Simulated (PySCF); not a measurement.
# Two-component Hartree-Fock for Au (gold, neutral)

Start: [Xe] 4f14 5d9 6s2; 5d3/2 filled at m_j = -3/2, -1/2, +1/2, +3/2; 5d5/2 filled at m_j = -3/2, -1/2, +1/2, +3/2, +5/2. Calculated with PySCF 2.14 in x2c-TZVPall-2c (11s11p10d2f, 108 functions): generalised Hartree-Fock with the X2C-1e Hamiltonian and a Gaussian nucleus; spin-orbit coupling (SO) screened by Boettger's factors. This is a chosen level, not necessarily the ground level.

```tsv
spinor shell	electrons	ε, screened SO (eV)	weight of nominal j (screened SO)	rms radius, screened SO (bohr)
1s1/2	2	-81149.0	1.000	0.0190
2s1/2	2	-14468.8	1.000	0.0768
2p1/2	2	-13851.2	1.000	0.0651
2p3/2	4	-12010.1	1.000	0.0731
3s1/2	2	-3485.3	1.000	0.196
3p1/2	2	-3208.6	1.000	0.188
3p3/2	4	-2796.2	1.000	0.204
3d3/2	4	-2342.2	1.000	0.179
3d5/2	6	-2253.9	1.000	0.183
4s1/2	2	-795.58	1.000	0.433
4p1/2	2	-676.43	1.000	0.438
4p3/2	4	-576.17	1.000	0.471
4d3/2	4	-381.04	1.000	0.485
4d5/2	6	-361.66	1.000	0.497
5s1/2	2	-130.83	1.000	0.996
4f5/2	6	-108.72	0.999	0.544
4f7/2	8	-104.86	0.999	0.545
5p1/2	2	-90.348	0.999	1.08
5p3/2	4	-72.251	0.999	1.18
5d3/2	4	-16.550	0.968	1.62
5d5/2	5	-14.378	0.974	1.71
6s1/2	2	-8.663	0.998	3.14
```

| quantity | screened SO |
| --- | --- |
| E (hartree) | -19026.79721 |
| M_J | 5/2 |
| ⟨J²⟩ | 8.759 |
| ⟨L²⟩ | 6.180 |
| ⟨S²⟩ | 0.927 |

Each row is a mean over spinors that exchange with the open shell spreads, by up to 4.497 eV (5p3/2).

Breit and QED terms are absent; they matter most for the inner s and p1/2 levels.

Densities and radii are taken from the X2C orbitals without a picture-change correction, which distorts them close to the nucleus.
